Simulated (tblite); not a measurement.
Species: C₇H₁₃ (doublet state).
Atom-mapped SMILES: `[H]/[C:1]=[CH:2]\[C@@H:3]([CH3:4])[CH2:5][CH2:6][CH3:7]` (hydrogens: H8 on C1; H9 on C2; H10 on C3; H11, H12, H13 on C4; H14, H15 on C5; H16, H17 on C6; H18, H19, H20 on C7)

Structure used (GFN2-xTB), in Å, numbered top down from 1:
```xyz
20
C7H13 angstrom
C     -1.745    2.244    0.133
C     -1.249    1.315   -0.610
C     -1.086   -0.156   -0.225
C     -1.946   -1.009   -1.153
C      0.389   -0.553   -0.320
C      1.269    0.198    0.676
C      2.728   -0.228    0.575
H     -2.152    2.345    1.113
H     -0.903    1.527   -1.616
H     -1.430   -0.287    0.806
H     -1.887   -2.057   -0.864
H     -1.605   -0.915   -2.182
H     -2.987   -0.696   -1.105
H      0.474   -1.627   -0.133
H      0.748   -0.364   -1.335
H      0.906    0.009    1.689
H      1.187    1.271    0.491
H      3.336    0.314    1.295
H      2.831   -1.294    0.773
H      3.118   -0.028   -0.421
```

Computed with GFN2-xTB (tblite): harmonic, unscaled wavenumbers at the GFN2-xTB geometry, gas phase. Errors from tens to a few hundred cm⁻¹ against measured bands are possible. One conformer, not necessarily the lowest. Open shells enter through the occupations alone, without spin polarisation, and single modes of such species can be off by tens of per cent.

Harmonic wavenumbers (cm⁻¹): 64.8, 78.8, 98.6, 175.0, 211.9, 233.8, 292.4, 307.2, 346.1, 424.6, 485.9, 627.3, 743.1, 783.0, 859.4, 905.1, 923.1, 934.7, 978.0, 1018.8, 1066.8, 1104.6, 1108.4, 1132.2, 1154.2, 1215.6, 1244.3, 1271.3, 1280.7, 1299.3, 1323.0, 1367.0, 1408.0, 1416.6, 1486.7, 1495.5, 1499.3, 1499.9, 1505.5, 1507.5, 1722.6, 2939.9, 2952.2, 2967.4, 2972.8, 2986.4, 2994.8, 3020.0, 3026.8, 3029.8, 3031.6, 3036.7, 3038.0, 3182.6.

A = 3787, B = 1562, C = 1194 MHz; mass 97.102 u (most abundant isotopes); point group C1, symmetry number 1; spin multiplicity 2.

Problem. What is the zero-point energy?

Solution. ½Σν̃ = 38890 cm⁻¹ = 465.22 kJ/mol.

Problem. Give the ideal-gas entropy at 200 K and 1 bar in the rigid-rotor, harmonic-oscillator model (classical rotation).

Solution. Translation 157.62, rotation 113.05, vibration 70.43, spin (R ln 2) 5.76: S = 346.9 J/(mol K).

Problem. And Cp and H(200 K) − H(0)?

Solution. Cp = 110.45 J/(mol K), of which vibrations give 77.20 (their classical limit is 54 R = 449.0); H(200 K) − H(0) = 14.54 kJ/mol without the zero-point energy, 7.88 from vibrations.

Problem. Which modes carry the vibrational entropy at 200 K?

Solution. 64.8 cm⁻¹: 14.74; 78.8 cm⁻¹: 13.14; 98.6 cm⁻¹: 11.34; 175.0 cm⁻¹: 6.93; 211.9 cm⁻¹: 5.57; 233.8 cm⁻¹: 4.91 J/(mol K); the other 48 give 13.80 together.

Problem. How do the functions run with temperature in this model?

Solution. 
```json
{"T (K)": "100", "S (J/(mol K))": "283.6", "Cp (J/(mol K))": "75.0", "H − H(0) (kJ/mol)": "5.21", "G − H(0) (kJ/mol)": "-23.15", "ln q(vib)": "1.37"}
{"T (K)": "300", "S (J/(mol K))": "398.6", "Cp (J/(mol K))": "148.1", "H − H(0) (kJ/mol)": "27.41", "G − H(0) (kJ/mol)": "-92.16", "ln q(vib)": "6.08"}
{"T (K)": "500", "S (J/(mol K))": "492.9", "Cp (J/(mol K))": "225.9", "H − H(0) (kJ/mol)": "65.03", "G − H(0) (kJ/mol)": "-181.44", "ln q(vib)": "10.73"}
{"T (K)": "800", "S (J/(mol K))": "618.6", "Cp (J/(mol K))": "308.4", "H − H(0) (kJ/mol)": "146.17", "G − H(0) (kJ/mol)": "-348.67", "ln q(vib)": "17.63"}
{"T (K)": "1000", "S (J/(mol K))": "691.6", "Cp (J/(mol K))": "345.8", "H − H(0) (kJ/mol)": "211.78", "G − H(0) (kJ/mol)": "-479.81", "ln q(vib)": "22.02"}
```

q(vib) and H(0) count from the zero-point level.

Hindered rotation and anharmonicity are outside this model. Other conformers, if any are populated, would add a mixing term that is left out. The structure is chiral; the term R ln 2 for an equal mix with its mirror image is left out.

The run took 0.63 s wall on one thread of an Arm Neoverse V1, shared host with 64 logical CPUs at a one-minute load of 19. The figure is for the frequency step alone.
